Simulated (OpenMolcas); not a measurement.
What dynamic correlation does to the levels of Si⁺

```json
{"Program": "OpenMolcas", "Basis": "ANO-RCC-VTZP [5s4p2d1f]", "Scalar Hamiltonian": "DKH2, point nucleus", "Active space": "3 electrons in 9 orbitals (RAS2 3s 3p; RAS3 3d, at most 2 electrons)", "State averaging": "2S+1 = 4 odd, 1 root; 2S+1 = 2 odd, 8 roots; 2S+1 = 4 even, 3 roots; 2S+1 = 2 even, 9 roots", "Spin-orbit coupling": "state interaction with AMFI integrals over the reference wave functions, term energies averaged over their components"}
```

Methods on the same reference wave functions:
A. RASSCF
B. SS-RASPT2, IPEA 0.25 Eh, imaginary shift 0.1 Eh (closed shells correlated: 2s 2p)
C. XMS-RASPT2, IPEA 0.25 Eh, imaginary shift 0.1 Eh (closed shells correlated: 2s 2p)

Energies in cm⁻¹ above 3s² 3p ²P°_1/2, the measured ground level; measured values from NIST Handbook of Basic Atomic Spectroscopic Data.

```tsv
Level	A	B	C	Measured
3s² 3p ²P°_1/2	0.0	0.0	0.0	0.0
3s² 3p ²P°_3/2	250	250	250	287
3s 3p² ⁴P_1/2	39102	41480	41860	42824
3s 3p² ⁴P_3/2	39190	41570	41950	42933
3s 3p² ⁴P_5/2	39335	41720	42090	43108
3s 3p² ²D_3/2	54995	54850	55040	55309
3s 3p² ²D_5/2	55001	54860	55050	55325
3s 3p² ²S_1/2	78758	76960	77410	76665
```

Deviations, from unrounded energies. A percentage is the sum of absolute deviations over the sum of measured energies, with the sign that they share, or ± where signs differ.

```tsv
Against measurement	Levels	A	B	C
mean absolute deviation (cm-1)	7	2000	760	610
fine structure of the ground term (%)	1	-13.0	-13.0	-13.0
other configurations (%)	6	±4.4	±1.7	±1.3
```

C lies closest to measurement on these levels and A furthest from it. The largest miss of C in the table is 3s 3p² ⁴P_5/2, by -1000 cm-1. The ranking rests on the paired levels alone, and a cruder setting can come out closer through cancelling errors.

Between B and C the level of the table that moves most is 3s 3p² ²S_1/2, by 440 cm-1 (lowest in B, highest in C). Moves below CASPT2's spread within the term are not significant.

The lowest spin-free term lies below A's lowest term by 0.032 hartree in B, 0.034 hartree in C.

CASPT2 does not keep the components of a term degenerate, so their means are used; among the terms shown or strongly mixed into the levels shown the widest spread is 19 cm-1 (3s 3p² ²D, C). The run also gave levels led by 3s 3p 3d, which use shells meant for correlation; these and all levels above them are left out. Some terms mix strongly with configurations of 3d, whose occupation reaches 0.26 (3s 3p² ²D). Without dynamic correlation excited terms often stand tens of per cent too high (terms of higher spin than the ground term too low), and those without a measured partner can miss by more than the paired ones (holds for A). Measured partners are found by configuration, term and J. A level has none where our copy of the source lacks it or the pairing is in doubt (some pairs that miss far off the trend of their configuration count as doubtful), and it then counts in no deviation. Levels of configurations outside the active space are missing. The table leaves out levels that lie high or whose names do not pair safely across all columns.

° marks odd parity.
